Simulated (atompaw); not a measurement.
# What the settings do to the PAW (atompaw) potential of Cr (Z = 24)

Base potential:

Cr, PAW, made with atompaw 4.2.0.5 (PBE, scalar-relativistic). Core [Ar], reference 3d5 4s0.5 4p0 (charge +0.5). Waves: 4s (bound); 4s channel at 0.4 Ry; 4p (bound, empty); 4p channel at 1.1 Ry; 3d (bound); 3d channel at 3.05 Ry. Local part: ultrasoft scheme with l = 3 at 0 Ry, radius 2.80 bohr. Core correction: smooth core density matched at 2.45 bohr. Augmentation charge: besselshape compensation charge, radius 2.20 bohr; PAW radius 3.00 bohr; waves and projectors: bloechl.

Cutoffs, loose and tight: the cutoffs (Ry, on a coarse ladder) from which the occupation-weighted sum of valence levels, in a spherical-Bessel basis at the reference potential, stays within 10 and 1 mRy of its value at 400 Ry. They see the waves, projectors and local potential, not the compensation charge or the core. A dash means not determined.

A true bound ghost makes a file unfit for plane-wave use even where its test errors are small: the radial tests pick states by their node count and pass the ghost by.

```csv
change,outcome,"cutoff, loose","cutoff, tight",bound ghosts
base,generated,18 Ry,25 Ry,none
core correction smooth core density matched at 1.58 bohr,generated,18 Ry,25 Ry,none
functional LDA (PW92),generated,18 Ry,25 Ry,s
"local potential ultrasoft scheme with l = 3 at 0 Ry, radius 1.30 bohr",generated,50 Ry,70 Ry,"s, p"
"augmentation besselshape compensation charge, radius 2.12 bohr; PAW radius 3.00 bohr; waves and projectors: bloechl",generated,18 Ry,25 Ry,none
```

(1) What comes out with this change to the base: wave 4p channel at 1.1 Ry becomes 4p channel at -0.1 Ry?

(2) What comes out with this change to the base: core [Ne] 3s2, valence charge 12; reference 3p6 3d5 4s0.75 4p0.25; waves now 4s (bound); 4s channel at 4.95 Ry; 3p (bound); 4p (bound); 3d (bound); 3d channel at 5 Ry; local potential ultrasoft scheme with l = 3 at 0 Ry, radius 1.70 bohr; core correction smooth core density matched at 1.75 bohr; augmentation besselshape compensation charge, radius 1.80 bohr; PAW radius 2.35 bohr; waves and projectors: bloechl?

(3) What comes out with this change to the base: reference 3d4 4s2 4p0?

Answers

(1) outcome: failed: atompaw: The overlap operator has at least one negative eigenvalue!. Cause: the overlap operator built from these waves and projectors is not positive definite.

(2) outcome: generated; cutoff, loose: 40 Ry; cutoff, tight: 50 Ry; bound ghosts: none.

(3) outcome: failed: atompaw: terminating projector 1000. Cause: the iteration for the Blöchl projector did not settle.
